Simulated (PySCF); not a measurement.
# From computed data to an observable: oscillator strength and radiative lifetime

SnHI, SMILES [SnH][I] (connectivity only; charge and spin as stated), neutral, multiplicity 1.

The structure is a stationary point at B3LYP-D3(BJ)/def2-TZVP. The def2 effective core potentials stand for the cores of I, Sn; spin–orbit coupling is left out.

PySCF 2.14.0 with TDA-M06-2X/def2-TZVPD puts the first singlet state with f over 0.02 at 4.61 eV (vertical), with the transition dipole (-0.174, 1.021, 0.000) in atomic units.

Find the oscillator strength, the wavelength and the radiative lifetime that this transition would have in vacuum if emission retraced absorption.


|μ|² = 1.0727 au, so |μ| = 2.63 D. ΔE = 4.61/27.211 = 0.1694 hartree. f = (2/3) ΔE |μ|² = 0.121 (the program prints 0.121).
λ = 1239.84/4.61 = 269 nm; ν = 37182 cm⁻¹.
Einstein's coefficient A = 0.6670 ν² f s⁻¹ (ν in cm⁻¹) = 1.1e8 s⁻¹, so τ = 1/A = 9.0 ns. This state is S5; the lower singlets have f = 0.015, 0.007, 0.011, 0.000. The figure is the radiative limit of this one transition; relaxation, internal conversion, crossing to triplets and a medium change what is measured.
